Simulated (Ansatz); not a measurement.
Basis-set extrapolation for `CCO[SiH2]N` (PBE0-D4/def2-TZVP geometry, frozen core, Ansatz 0.2.0). Multiplicity 1, RHF reference.

```tsv
	def2-TZVPP	def2-QZVPP
HF	-499.397355	-499.417434
MP2 correlation	-0.927568	-0.994154
CCSD(T) correlation	-1.011530	not run
```

Energies in hartree. Use E(X) = E(∞) + A·exp(−7.88·√X) for Hartree–Fock and E(X) = E(∞) + B·X^(−2.97) for correlation, with X = 3 and 4, and add CCSD(T) minus MP2 of the smaller set to the MP2 limit.

Question: What is the CCSD(T) energy at the basis-set limit?

Answer: HF limit: -499.417434 + (-0.020079) × 0.13774 = -499.42020. MP2 limit: -0.994154 + (-0.066586) × 0.74074 = -1.04348. Higher-order term: -1.011530 − (-0.927568) = -0.08396. Total: -500.54764 hartree, 87.1 kcal/mol below CCSD(T)/def2-TZVPP.
